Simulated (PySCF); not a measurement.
# UHF on O+ (oxygen, charge +1)

Configuration: [He] 2s2 2p2 3d1, one real determinant (an excited configuration). Computed with PySCF 2.14 in dyall-av2z, with the non-relativistic Hamiltonian (point nucleus).

| Quantity | Value |
| --- | --- |
| Total energy | -73.021036 hartree |
| One-electron energy | -95.2777 hartree |
| Hartree (Coulomb) energy | 29.8299 hartree |
| Exchange energy | -7.5733 hartree |
| Kinetic energy | 74.01073 hartree |
| ⟨S²⟩ | 3.7524 |
| ⟨L²⟩ | 7.956 |
| Sum of ⟨r⟩ | 6.687 bohr |
| Sum of ⟨r²⟩ | 10.44 bohr² |
| Traceless quadrupole moment −½Σ⟨3z² − r²⟩ along its main axis | -1.02 e·bohr² |
| Density at the nucleus (Gaussians lack the cusp) | 304 bohr⁻³ |
| Spin density at the nucleus | -0.00445 bohr⁻³ |
| Langevin diamagnetic susceptibility | -8.27 ×10⁻⁶ cm³/mol |

| shell | electrons | mean orbital energy (hartree) | rms radius, mean of both spins (bohr) |
| --- | --- | --- | --- |
| 1s α | 1 | -21.85809 | 0.230 |
| 1s β | 1 | -21.75829 | 0.230 |
| 2s α | 1 | -2.21593 | 1.14 |
| 2s β | 1 | -1.82074 | 1.14 |
| 2p α | 2 | -1.59523 | 1.12 |
| 3d α | 1 | 0.07911 | 2.28 |

⟨L²⟩ = 7.96 against 12 for a pure F term, so this real determinant mixes terms. The outer electron is Rydberg-like, and this basis confines it to a smaller radius and binds it less than a complete one would. At UHF the highest occupied level has a positive energy, so only the finite basis holds that electron; for this excited configuration the basis is too tight for the outer shell.

Spin-orbit constants ζ (cm⁻¹) from the X2C one-electron operator on these orbitals (non-relativistic here): bare nucleus, nucleus screened by l(l+1)(2l+1)/3 electrons, and screened by the Breit-Pauli mean field of the electrons.

| shell | bare | screened nucleus | mean field |
| --- | --- | --- | --- |
| 2p | 323.1 | 242.3 | 210.9 |
| 3d | 8.560 | 2.140 | 1.515 |

To first order the Landé constant is A = 23.77 cm⁻¹, so the lowest level has J = 3/2 and lies 0.0177 eV below the centre of the term. This holds in LS coupling only.
